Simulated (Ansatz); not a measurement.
`C=[CH][GeH2][CH2]F` + `CCCCBr` → `F[CH2][GeH2][Br]` + `C=CCCCC`  (formal exchange of groups at a Ge–C bond)

Calculated with Ansatz (gas phase, PBE0-D4/def2-TZVP geometries, no zero-point term in ΔE). CCSD(T)/CBS adds triple-zeta CCSD(T) − MP2 to the extrapolated MP2 energy (def2 sets, frozen cores). For Br, Ge outer-core shells are correlated without core-valence functions, which leaves a few kJ/mol of doubt a bond. Scalar relativity is left out up to krypton. Each species was taken in one conformer, which may not be the lowest.

```csv
level,ΔE (eV)
SCS-MP2/def2-TZVPP,-1.14
CCSD(T)/def2-TZVPP,-1.12
MP2/def2-QZVPP,-1.17
SCS-MP2/def2-QZVPP,-1.15
```

(1) What does CCSD(T)/CBS give? (Best estimate.)

Largest T1 diagnostic among the species: 0.011.

Answers

(1) Ansatz gave: -1.14 eV. The listed levels differ from it by 0.00, 0.02, -0.03, -0.01 eV.

From PBE to PBE0 (25 % exact exchange), in def2-TZVPP and without D4, ΔE moves by −0.06 eV. In def2-TZVPP, CCSD(T) changes the Hartree–Fock value by +0.17 eV (the triples alone add +0.02 eV) and MP2 by +0.14 eV.
